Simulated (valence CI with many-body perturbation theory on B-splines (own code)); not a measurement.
E1 transitions of Nb36+

Method: relativistic CI+MBPT: three valence electrons over a frozen Dirac-Fock core [He], radial functions for each j: 11 s, 11 p, 10 d, 8 f, 5 g, 2 h, with the one-electron correlation potential Σ1, the two-electron term Σ2, the three-electron term Σ3, Breit, model QED; selected CI, second order for the rest, scaled by the run's own slope (own B-spline code, finite nucleus).

No measured spectrum was set against this ion. As an estimate, large intervals hold to a few tenths of a per cent, small ones and those within an open d or f shell to about a per cent.

Lines 151 to 200 of 593 in falling wavelength, among levels below 32944 × 10³ cm⁻¹, chosen from the strongest by gf and those to the six lowest levels. Wavelengths and rates use the calculated energies. Electric multipoles are in the length gauge, E1 and E2 with the static RPA response of the core. Weak lines are less certain than strong ones. Lines between different terms over intervals too small for the method are left out, as are lines whose strength nearly cancels. The highest levels of a list are the least certain.

Levels are named by their leading jj configuration (3d3/2^4 stands for four electrons in 3d with j = 3/2), which in mixed levels can hold well under half, so a name can repeat and another be missing. Letters in brackets count levels of one name in rising energy.

| λ vac (Å) | Upper | Lower | A (s⁻¹) | S (a.u.) |
| --- | --- | --- | --- | --- |
| 52.23 | (2s 2p3/2 3p3/2) J=3/2 [b] | (2s^2 3p3/2) J=3/2 | 8.45e+10 | 2.38e-02 |
| 52.09 | (2s 2p3/2 3d5/2) J=5/2 [b] | (2s^2 3d5/2) J=5/2 | 1.11e+11 | 4.64e-02 |
| 51.95 | (2s 2p3/2 3p1/2) J=3/2 [b] | (2s^2 3p1/2) J=1/2 | 1.03e+11 | 2.85e-02 |
| 51.92 | (2p3/2^2 3s) J=3/2 | (2s 2p3/2 3s) J=3/2 [a] | 7.05e+10 | 1.95e-02 |
| 51.78 | (2s 2p3/2 3s) J=3/2 [b] | (2s^2 3s) J=1/2 | 1.12e+11 | 3.07e-02 |
| 51.34 | (2s 2p3/2 3d5/2) J=3/2 [b] | (2s^2 3d5/2) J=5/2 | 1.29e+11 | 3.46e-02 |
| 51.25 | (2p3/2^2 3p3/2) J=7/2 | (2s 2p3/2 3p3/2) J=7/2 | 6.13e+10 | 3.26e-02 |
| 51.13 | (2p3/2^2 3p1/2) J=5/2 | (2s 2p3/2 3p1/2) J=5/2 | 6.43e+10 | 2.55e-02 |
| 51.06 | (2p3/2^2 3d5/2) J=9/2 | (2s 2p3/2 3d5/2) J=9/2 | 5.54e+10 | 3.64e-02 |
| 50.67 | (2s 2p1/2 2p3/2) J=3/2 [b] | (2s^2 2p1/2) J=1/2 | 1.00e+11 | 2.57e-02 |
| 50.23 | (2p1/2 2p3/2^2) J=3/2 | (2s 2p1/2 2p3/2) J=5/2 | 1.30e+10 | 3.25e-03 |
| 49.47 | (2s 2p1/2 2p3/2) J=1/2 | (2s^2 2p1/2) J=1/2 | 1.68e+11 | 2.01e-02 |
| 49.13 | (2p1/2 2p3/2^2) J=1/2 | (2s 2p1/2 2p3/2) J=3/2 [b] | 1.59e+11 | 1.86e-02 |
| 48.30 | (2s 2p3/2^2) J=1/2 | (2s^2 2p3/2) J=3/2 | 1.42e+11 | 1.58e-02 |
| 48.08 | (2s 2p3/2^2) J=3/2 | (2s^2 2p3/2) J=3/2 | 2.17e+11 | 4.76e-02 |
| 47.81 | (2p1/2^2 2p3/2) J=3/2 | (2s 2p1/2^2) J=1/2 | 7.06e+10 | 1.52e-02 |
| 47.36 | (2p1/2 2p3/2^2) J=5/2 | (2s 2p1/2 2p3/2) J=5/2 | 6.46e+10 | 2.03e-02 |
| 46.07 | (2p1/2 2p3/2^2) J=3/2 | (2s 2p1/2 2p3/2) J=3/2 [a] | 8.32e+10 | 1.61e-02 |
| 14.01 | (2s 2p3/2 4f7/2) J=5/2 [a] | (2s 2p3/2 3d3/2) J=3/2 [b] | 9.12e+11 | 7.43e-03 |
| 13.98 | (2s 2p3/2 4f7/2) J=9/2 [b] | (2p1/2 2p3/2 3p3/2) J=7/2 | 4.87e+11 | 6.57e-03 |
| 13.73 | (2s 2p1/2 4f5/2) J=5/2 [a] | (2s 2p1/2 3d5/2) J=3/2 | 1.23e+12 | 9.40e-03 |
| 13.72 | (2s 2p1/2 4f7/2) J=7/2 [a] | (2s 2p1/2 3d5/2) J=5/2 [b] | 1.59e+12 | 1.63e-02 |
| 13.72 | (2s 2p1/2 4p3/2) J=5/2 | (2s 2p1/2 3d5/2) J=7/2 | 6.80e+11 | 5.20e-03 |
| 13.70 | (2s 2p3/2 4p3/2) J=5/2 [b] | (2s 2p3/2 3d5/2) J=7/2 [b] | 6.79e+11 | 5.17e-03 |
| 13.69 | (2s 2p3/2 4s) J=5/2 | (2s 2p3/2 3p3/2) J=5/2 [a] | 8.52e+11 | 6.47e-03 |
| 13.67 | (2s 2p3/2 4f5/2) J=3/2 [a] | (2s 2p3/2 3d5/2) J=1/2 | 1.16e+12 | 5.85e-03 |
| 13.63 | (2p1/2^2 4s) J=1/2 | (2p1/2^2 3p3/2) J=3/2 | 3.14e+12 | 7.85e-03 |
| 13.62 | (2s 2p3/2 4f7/2) J=3/2 | (2s 2p3/2 3d5/2) J=1/2 | 1.64e+13 | 8.20e-02 |
| 13.62 | (2s 2p3/2 4s) J=3/2 [a] | (2s 2p3/2 3p3/2) J=5/2 [a] | 1.43e+12 | 7.15e-03 |
| 13.61 | (2s 2p3/2 4p3/2) J=7/2 | (2s 2p3/2 3d5/2) J=9/2 | 6.28e+11 | 6.26e-03 |
| 13.59 | (2s 2p1/2 4s) J=1/2 [a] | (2s 2p1/2 3p3/2) J=3/2 [a] | 3.33e+12 | 8.26e-03 |
| 13.58 | (2s 2p1/2 4s) J=1/2 [b] | (2s 2p1/2 3p3/2) J=3/2 [b] | 2.10e+12 | 5.21e-03 |
| 13.58 | (2s 2p1/2 4s) J=3/2 | (2s 2p1/2 3p3/2) J=5/2 | 2.59e+12 | 1.28e-02 |
| 13.56 | (2s 2p3/2 4f7/2) J=7/2 [a] | (2s 2p3/2 3d5/2) J=7/2 [a] | 3.91e+12 | 3.85e-02 |
| 13.56 | (2s 2p3/2 4f7/2) J=9/2 [a] | (2s 2p3/2 3d5/2) J=7/2 [a] | 2.46e+13 | 3.02e-01 |
| 13.54 | (2s 2p1/2 4f5/2) J=7/2 | (2s 2p1/2 3d5/2) J=5/2 [b] | 2.00e+12 | 1.97e-02 |
| 13.54 | (2s 2p3/2 4f5/2) J=7/2 [b] | (2p1/2 2p3/2 3p1/2) J=5/2 | 1.58e+12 | 1.55e-02 |
| 13.53 | (2s 2p1/2 4f5/2) J=5/2 [b] | (2s 2p1/2 3d5/2) J=5/2 [b] | 7.14e+11 | 5.25e-03 |
| 13.53 | (2s 2p3/2 4f7/2) J=7/2 [b] | (2p1/2 2p3/2 3p1/2) J=5/2 | 9.30e+11 | 9.09e-03 |
| 13.52 | (2p1/2^2 4f5/2) J=5/2 | (2p1/2^2 3d5/2) J=5/2 | 1.16e+12 | 8.51e-03 |
| 13.52 | (2s 2p1/2 4f5/2) J=5/2 [a] | (2s 2p1/2 3d3/2) J=3/2 [b] | 2.11e+12 | 1.55e-02 |
| 13.52 | (2s^2 4s) J=1/2 | (2s^2 3p3/2) J=3/2 | 3.16e+12 | 7.71e-03 |
| 13.52 | (2s 2p1/2 4f5/2) J=5/2 [b] | (2s 2p1/2 3d5/2) J=3/2 | 9.53e+11 | 6.97e-03 |
| 13.51 | (2s 2p1/2 4f7/2) J=5/2 | (2s 2p1/2 3d5/2) J=5/2 [b] | 1.88e+12 | 1.37e-02 |
| 13.51 | (2s 2p3/2 4f5/2) J=5/2 [a] | (2s 2p3/2 3d5/2) J=3/2 [a] | 1.30e+12 | 9.49e-03 |
| 13.50 | (2s 2p1/2 4f7/2) J=7/2 [b] | (2s 2p1/2 3d5/2) J=5/2 [b] | 2.12e+13 | 2.06e-01 |
| 13.49 | (2s 2p1/2 4f7/2) J=5/2 | (2s 2p1/2 3d5/2) J=3/2 | 2.17e+13 | 1.58e-01 |
| 13.49 | (2p1/2^2 4f7/2) J=7/2 | (2p1/2^2 3d5/2) J=5/2 | 1.76e+13 | 1.70e-01 |
| 13.48 | (2s 2p3/2 4f5/2) J=3/2 [b] | (2s 2p3/2 3d5/2) J=3/2 [b] | 2.88e+12 | 1.40e-02 |
| 13.48 | (2s 2p3/2 4s) J=3/2 [b] | (2s 2p3/2 3p3/2) J=5/2 [b] | 1.83e+12 | 8.88e-03 |
